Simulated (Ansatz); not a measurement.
System: sum formula BSiH2F2, charge -1, multiplicity 1. It need not be the lowest isomer of its formula. Whether it binds its extra electron was not tested at this geometry. 
Coordinates optimised at B3LYP-D3(BJ)/def2-TZVP (Ansatz, a program for electronic structure):
SMILES: FB(F)[SiH2-]
```xyz
6

F      1.3655    -0.9383     0.2787
B      0.4492     0.0627     0.1406
F      1.0728     1.2728     0.2277
Si    -1.4490    -0.2019    -0.4347
H     -1.8005    -1.3986     0.4389
H     -2.1049     0.9006     0.3858
```
Charge -1, spin multiplicity 1.

Basis-set convergence of Hartree-Fock and MP2 correlation energies (hartree) with Ansatz. Correlated levels leave the core frozen unless marked. Spin-orbit coupling is left out. Non-relativistic.

```csv
basis,functions,E(HF),"E(corr, MP2)"
aug-cc-pV(D+d)Z,119,-513.78790,-0.60637
aug-cc-pV(T+d)Z,239,-513.86665,-0.75200
aug-cc-pV(Q+d)Z,421,-513.88525,-0.80647
```

Extrapolating the two largest sets (X = 3 and 4) as X^-3: E(corr) = (64·(-0.80647) - 27·(-0.75200))/37 = -0.8462 Eh, an estimate of the basis-set limit. The largest set recovers 95.3 % of it, the smallest 71.7 %.
